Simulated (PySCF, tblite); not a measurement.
Isomers of C7H9F3, one GFN2-xTB conformer each. Single-point energies are computed at PBE0/pcSseg-1 (PySCF, gas phase, no added dispersion term), electronic only.

Question: Rank them by PBE0/pcSseg-1 energy, lowest first (kcal/mol).
A. `[F:1][C@H:2]1[CH2:3][CH:4]=[C:5]([CH:6]([F:7])[F:8])[CH2:9][CH2:10]1` with C4–C5–C6–F7 -115°, F1–C2–C3–C4 81°, C2–C3–C4–C5 8°, C4–C5–C9–C10 20°, C5–C9–C10–C2 -50°
B. `[CH2:1]=[C:2]1[CH2:3][C@@H:4]([F:5])[C@:6]([F:7])([CH2:8][F:9])[CH2:10]1` with C4–C6–C8–F9 -63°, C1–C2–C3–C4 -167°, C2–C3–C4–F5 -153°, C3–C4–C6–F7 -78°, C4–C6–C10–C2 -30°

Answer: A (0.0), B (13.4).

As drawn, the lower has two fluorines on one carbon, which the higher lacks. GFN2-xTB itself gives, in the same order: 0.0, 7.6. Both levels put the same isomer lowest.

Question: Which frontier levels, dipoles and rotational constants go with these structures?

Answer: 
```json
{"SMILES": "FC(F)C1=CC[C@H](F)CC1", "HOMO (eV, PBE0/pcSseg-1)": "-7.59", "LUMO (eV)": "-0.05", "dipole (D)": "2.00", "A, B, C (MHz)": "2676, 790.2, 698.6"}
{"SMILES": "C=C1C[C@@H](F)[C@](F)(CF)C1", "HOMO (eV, PBE0/pcSseg-1)": "-7.44", "LUMO (eV)": "-0.12", "dipole (D)": "1.60", "A, B, C (MHz)": "1744, 1097, 899.9"}
```

Question: What happens when harmonic zero-point energies from GFN2-xTB frequencies are added?

Answer: 
```csv
SMILES,ZPE (kcal/mol),electronic (kcal/mol),with ZPE (kcal/mol)
FC(F)C1=CC[C@H](F)CC1,92.3,0.0,0.0
C=C1C[C@@H](F)[C@](F)(CF)C1,91.2,13.4,12.3
```

The zero-point energies span 1.1 kcal/mol. The order is unchanged.
